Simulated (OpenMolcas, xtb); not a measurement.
**InHF2 (SMILES [F][InH][F]): methods side by side**

The species is InHF2 (4 atoms), meant as a singlet with charge 0. As SMILES, `[F][InH][F]`. The shape is that of a PBE0-D4/def2-TZVP optimisation.

```xyz
4

F    -1.6943   -0.6688    0.2417
In    0.0438    0.1138   -0.0884
F     1.3408   -1.0047    0.8112
H     0.3654    1.4994   -0.9848
```

Quantity: the energy change with the In2–H4 bond stretched from 1.681 to 2.522 Å, in eV. The values are calculated.

```
                                         level                 kind     program  value (eV)  CPU time (all runs)
                                      GFN2-xTB       semi-empirical         xtb        1.04            under 2 s
                                      GFN0-xTB       semi-empirical         xtb        1.25            under 2 s
    HF/def2-TZVP (core potential) (restricted)         Hartree–Fock  OpenMolcas        2.10                 50 s
 SVWN5/def2-TZVP (core potential) (restricted)                  LDA  OpenMolcas        1.77                 82 s
revPBE/def2-TZVP (core potential) (restricted)                  GGA  OpenMolcas        1.62                 95 s
  TPSS/def2-TZVP (core potential) (restricted)             meta-GGA  OpenMolcas        1.75              1.9 min
r2SCAN/def2-TZVP (core potential) (restricted)             meta-GGA  OpenMolcas        1.83              1.7 min
 B3LYP/def2-TZVP (core potential) (restricted)        global hybrid  OpenMolcas        1.80                 90 s
B2PLYP/def2-TZVP (core potential) (restricted)        double hybrid  OpenMolcas        1.90                 69 s
   MP2/def2-TZVP (core potential) (restricted)  perturbation theory  OpenMolcas        2.10                 42 s
```

The first shape isn't each level's own minimum. The values span 1.04 to 2.10 eV. In the correlated wave-function rows the outer d shell of In is correlated, in sets not made for it. CPU times are rough (shared hosts, several kinds of processor): they show what a rung costs within a factor of a few.
